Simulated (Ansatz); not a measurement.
Reaction (ligand exchange at the Sb–S bond): `C[S][SbH2]` + `N[SiH3]` → `[SiH3][NH][SbH2]` + CH₃SH

Calculated with Ansatz (gas phase, PBE0-D4/def2-TZVP geometries, no zero-point term in ΔE). CBS: MP2 limit from def2 TZ/QZ plus the TZ coupled-cluster correction, frozen cores. This one scheme is used for every species. Functionals use def2-TZVPP. B3LYP here is the variant with VWN-RPA as its local correlation; programs differ in this. def2 core potentials past Kr. For Sb outer-core shells are correlated without core-valence functions, which leaves a few kJ/mol of doubt a bond.

```csv
level,ΔE (kJ/mol),difference from CCSD(T)/CBS
revPBE-D4,57.1,5.3
PBE0-D4,58.1,6.3
B3LYP-D4,53.7,1.9
r2SCANh-D4,57.0,5.2
ωB97X-V,48.4,-3.4
BHLYP,53.3,1.5
RPA@PBE/def2-TZVPP,40.7,-11.1
CCSD/def2-TZVPP,45.4,-6.4
CCSD(T)/def2-TZVPP,46.0,-5.8
HF/def2-QZVPP,48.1,-3.7
CCSD(T)/CBS,51.8,0
```

Largest T1 diagnostic among the species: 0.013.

At CCSD(T), def2-SVP lies −7.2 kJ/mol from the extrapolated value and def2-TZVPP −5.8 kJ/mol. Leaving LDA and LC-ωPBE aside and taking each functional with its dispersion term where it has one, the values, not all of them listed here, spread over 10.4 kJ/mol, from ωB97X-V to PBE-D4.
